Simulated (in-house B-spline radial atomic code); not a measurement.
Binding energies in Pb6+

NIST's tabulated ground configuration is [Xe] 4f14 5d8; each binding energy is the energy of the ion with one electron taken from that subshell, relaxed, less that of the parent. Method: Dirac-Hartree-Fock, average of configuration, Fermi nucleus of rms radius 5.5012 fm. Calculated with a radial B-spline atomic code at the basis-set limit. Energies include first-order Breit, QED and recoil terms.

```tsv
subshell	X-ray name	binding energy (eV)	-ε (eV)	relaxation (eV)
2s	L1	15959	16077.7	54.5
2p1/2	L2	15291.1	15413.9	59.5
2p3/2	L3	13126.6	13221.0	55.3
3s	M1	3949.1	3991.9	29.6
3p1/2	M2	3650.7	3694.0	30.8
3p3/2	M3	3162.7	3198.4	28.5
4s	N1	990	1004.5	11.4
4p1/2	N2	860.5	874.6	11.4
4p3/2	N3	740.3	751.8	10.1
5s	O1	241.6	244.5	2.3
4f5/2	N6	231.6	241.1	9.7
4f7/2	N7	226.8	235.9	9.5
5p1/2	O2	194.9	197.4	2.1
5p3/2	O3	171.8	173.7	1.7
5d	O4,5	102.8	103.9	1.1
```

Relaxation = -ε minus the binding energy without Breit, QED and recoil terms.

Emission lines follow as differences of binding energies, with λ = 12398.42 eV·Å / E:

| line | holes | energy (eV) | wavelength (Å) |
| --- | --- | --- | --- |
| L1-M3 | 2s → 3p3/2 | 12796.3 | 0.96891 |
| L3-M1 | 2p3/2 → 3s | 9177.5 | 1.351 |

Problem. What does it cost to remove both a 4f5/2 and a 5p1/2 electron?

Solution. 451.53 eV, which is 24.99 eV more than the two single binding energies together.

Problem. What does it cost to remove both a 2p1/2 and a 4s electron?

Solution. 16331 eV, which is 50.25 eV more than the two single binding energies together.

Problem. What does it cost to remove both a 2p1/2 and a 3p3/2 electron?

Solution. 18564 eV, which is 110.1 eV more than the two single binding energies together.
